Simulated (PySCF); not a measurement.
## Worked example: oscillator strength and radiative lifetime

SiBr₂Cl₂, SMILES Cl[Si](Cl)(Br)Br.

The structure is a stationary point at B3LYP-D3(BJ)/def2-SVP.

TDDFT-M06-2X/def2-SVPD (PySCF 2.14.0) puts the first singlet state with f over 0.02 at 6.76 eV (vertical), with the transition dipole (0.000, 0.000, -0.402) in atomic units.

Task: Find the oscillator strength, the wavelength and the radiative lifetime that this transition would have in vacuum if emission retraced absorption.

Result: 
|μ|² = 0.1616 au, so |μ| = 1.02 D. ΔE = 6.76/27.211 = 0.2484 hartree. f = (2/3) ΔE |μ|² = 0.027 (the program prints 0.027).
λ = 1239.84/6.76 = 183 nm; ν = 54523 cm⁻¹.
Einstein's coefficient A = 0.6670 ν² f s⁻¹ (ν in cm⁻¹) = 5.3e7 s⁻¹, so τ = 1/A = 19 ns. This state is S4; the lower singlets have f = 0.008, 0.000, 0.013. The figure is the radiative limit of this one transition; relaxation, internal conversion, crossing to triplets and a medium change what is measured.
